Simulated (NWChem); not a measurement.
Species: C₂H₅FOSi; SMILES C1O[Si@@H](F)C1

```xyz
10

F      0.0321    -1.8147    -0.5520
Si     0.0243    -0.5351     0.4417
C      1.1377     0.8839    -0.0499
C     -0.2120     1.5931    -0.3166
O     -1.1658     0.5800     0.0698
H     -0.0331    -1.1055     1.8094
H      1.7451     1.3419     0.7435
H      1.7625     0.7292    -0.9405
H     -0.3608     1.8663    -1.3742
H     -0.3582     2.4961     0.2980
```
Atoms are numbered in this order, from 1.

Coordinates come from a PBE0/def2-SVP optimisation.

Q: Give the principal values of the shielding tensors (ppm) of F1, Si2, C3, C4, O5 from KT2/pcSseg-1, GIAO (NWChem), with their diamagnetic and paramagnetic parts as GIAO splits them.

A: 
```json
[
 {"atom": "F1", "σ11": "180.7", "σ22": "302.4", "σ33": "333.5", "isotropic": "272.2", "diamagnetic": "474.3", "paramagnetic": "-202.1"},
 {"atom": "Si2", "σ11": "331.9", "σ22": "343.3", "σ33": "363.7", "isotropic": "346.3", "diamagnetic": "882.5", "paramagnetic": "-536.2"},
 {"atom": "C3", "σ11": "124.2", "σ22": "166.2", "σ33": "183.2", "isotropic": "157.9", "diamagnetic": "252.9", "paramagnetic": "-95.0"},
 {"atom": "C4", "σ11": "83.0", "σ22": "95.3", "σ33": "161.9", "isotropic": "113.4", "diamagnetic": "248.7", "paramagnetic": "-135.3"},
 {"atom": "O5", "σ11": "79.2", "σ22": "191.4", "σ33": "281.4", "isotropic": "184.0", "diamagnetic": "394.9", "paramagnetic": "-210.9"}
]
```
